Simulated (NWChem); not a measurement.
Molecule: CH$_{3}$F$_{2}$SV; SMILES [CH3][V]([F])([F])=[S]

Results from NWChem. Pople sets run with spherical d functions. Medium grid unless said otherwise, to which SCAN and Minnesota functionals are sensitive. Structure relaxed at the PBE0/def2-SVP level. Not confirmed as a minimum by frequencies. Total energies of different functionals are on different scales.

```json
[
 {"level": "B3LYP/6-31G*", "energy (Ha)": "-1581.8572", "highest occupied level (eV)": "[?]", "orbital gap (eV)": "[?]", "dipole (D)": "1.92"},
 {"level": "PBE/6-31G*", "energy (Ha)": "-1581.2225", "highest occupied level (eV)": "-6.96", "orbital gap (eV)": "2.73", "dipole (D)": "1.82"},
 {"level": "revPBE/6-31G*", "energy (Ha)": "-1581.6061", "highest occupied level (eV)": "-6.91", "orbital gap (eV)": "2.74", "dipole (D)": "1.83"},
 {"level": "TPSSh/6-31G*", "energy (Ha)": "-1581.8735", "highest occupied level (eV)": "-7.58", "orbital gap (eV)": "3.73", "dipole (D)": "1.92"},
 {"level": "BHandHLYP/6-31G*", "energy (Ha)": "-1581.6223", "highest occupied level (eV)": "-9.32", "orbital gap (eV)": "7.08", "dipole (D)": "2.23"},
 {"level": "B97-D/6-31G*", "energy (Ha)": "-1582.0008", "highest occupied level (eV)": "-6.96", "orbital gap (eV)": "2.65", "dipole (D)": "1.77"},
 {"level": "LC-wPBE (HJS exchange hole, range parameter 0.4 per bohr)/6-31G*", "energy (Ha)": "-1581.2821", "highest occupied level (eV)": "-10.89", "orbital gap (eV)": "9.74", "dipole (D)": "2.00"},
 {"level": "CAM-B3LYP/6-31G*", "energy (Ha)": "-1581.7781", "highest occupied level (eV)": "-9.50", "orbital gap (eV)": "7.38", "dipole (D)": "1.98"},
 {"level": "M06-2X/6-31G*", "energy (Ha)": "-1581.6022", "highest occupied level (eV)": "-9.39", "orbital gap (eV)": "7.28", "dipole (D)": "2.20"}
]
```

Problem. Complete the blanks.

Solution. 
- B3LYP/6-31G*, highest occupied level (eV): -7.96
- B3LYP/6-31G*, orbital gap (eV): 4.47
